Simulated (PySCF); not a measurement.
# Where the electron goes

Species: C4H4FNO2.
Geometry (PBE0-D3(BJ)/def2-SVP, Å), atoms numbered from 1 in this order:
```
atom  x, y, z in Å
C1     1.8498    0.0152   -0.5762
O2     0.6775    0.7874   -0.6339
C3    -0.3831    0.2600   -0.0239
C4    -0.5838   -0.9053    0.6609
O5    -1.8589   -0.9546    1.0845
N6    -2.5308    0.1582    0.7001
C7    -1.6679    0.8763    0.0482
F8    -1.9921    2.0329   -0.4675
H9     2.1729   -0.1417    0.4685
H10    1.7042   -0.9685   -1.0576
H11    2.6282    0.5678   -1.1156
H12    0.0473   -1.7521    0.9169
```

Method: PySCF 2.14.0, density-fitted response routines, TDDFT CAM-B3LYP/def2-SVPD, vertical, gas phase, core orbitals frozen in the response.

Frontier orbitals with the atoms that hold most of them (Löwdin shares over 4%, at most four atoms; ? is withheld):

| orbital | ε (eV) | atoms |
| --- | --- | --- |
| LUMO+2 | 1.43 | O2 17%, C7 15%, H12 11%, F8 11% |
| LUMO+1 | 0.95 | C1 30%, H10 11%, H9 11%, C4 11% |
| LUMO | 0.49 | N6 23%, C4 22%, O5 16%, C7 15% |
| HOMO | -8.68 | ? |
| HOMO-1 | -9.83 | ? |
| HOMO-2 | -10.70 | N6 57%, O5 16%, C7 12%, C4 5% |
| HOMO-3 | -11.98 | O2 40%, C1 17%, C3 7%, H11 7% |

Task: Give the leading atoms of the HOMO-1.

Result: N6 (bonded to C and O) 33%; C7 (bonded to C, F and N) 21%; O5 (bonded to C and N) 19%; F8 (bonded to C) 13%.

Task: Which atoms hold the HOMO, and with what shares?

Result: O2 (bonded to 2 C) 26%; C4 (bonded to C, O and H) 22%; C3 (bonded to 2 C and O) 20%; O5 (bonded to C and N) 12%. By element: carbon 43% or more, oxygen 38%.

Task: How does S1 compare with the orbital gap of 9.17 eV?

Result: S1 is at 6.11 eV (f = 0.098), 3.06 eV below the gap, made of HOMO→LUMO (95%). 

Task: Give energy, strength and leading configuration of S1, S3 and S5, and follow the Löwdin shares of the leading atoms from the occupied to the empty orbital.

Result: 
- S1 (6.11 eV, f 0.098), HOMO→LUMO (95%): O2 26% → at most 15%, C4 22% → 22%, N6 at most 13% → 23%
- S3 (6.86 eV, f 0.0056), HOMO-2→LUMO (96%): N6 57% → 23%, O5 16% → 16%, C4 5% → 22%
- S5 (7.19 eV, f 0.073), HOMO-1→LUMO (88%): N6 33% → 23%, C7 21% → 15%, C4 at most 13% → 22%

One conformer stands for the species.
